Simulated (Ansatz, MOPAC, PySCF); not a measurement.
H2O (SMILES O) and CH3Br (SMILES CBr) are pulled apart as rigid monomers along the line of their centres of mass, from the B3LYP-D3(BJ)/def2-TZVP minimum. Starting geometry (charge 0, multiplicity 1):
```xyz
8

O     -0.16628     0.15742     0.82802
H      0.75648    -0.03766     1.03932
H     -0.13801     0.95277     0.28653
C      0.66593    -0.01107     4.06066
Br     2.39511    -0.15417     3.13730
H      0.73913     0.82365     4.74841
H      0.50663    -0.94548     4.58654
H     -0.08374     0.15561     3.29499
```

Interaction energies with rigid monomers; basis-set methods are counterpoise corrected unless marked otherwise.

Rows in 6-31G* carry no dispersion term and start afresh at each structure (6-31G* with six Cartesian d functions); the Pople sets are all-electron and without relativity. The state that PM3 reach isn't checked.

Run with Ansatz (a program for electronic structure) with Gaussian orbitals; MOPAC for PM3 (differences of heats of formation); PySCF for 6-31G* rows, the dispersion terms. 

```csv
H2···Br5 (Å),PM3 (kJ/mol),r2SCAN/def2-TZVPPD (kJ/mol),B3LYP/6-31G* (no counterpoise) (kJ/mol),B3LYP-D3(BJ)/def2-TZVPPD (kJ/mol),M06-2X/6-31G* (no counterpoise) (kJ/mol)
2.40,2.3,-11.5,-14.6,-11.5,-20.8
2.66,-7.0,-14.9,-18.9,-15.6,-22.8
3.06,-5.5,-12.1,-15.9,-13.0,-17.4
3.73,-2.9,(withheld),-7.5,(withheld),-8.7
4.79,-1.2,-2.2,-2.2,-2.4,-2.6
```

Fill in the missing entries.


- 3.73, B3LYP-D3(BJ)/def2-TZVPPD (kJ/mol): -6.8
- 3.73, r2SCAN/def2-TZVPPD (kJ/mol): -6.1
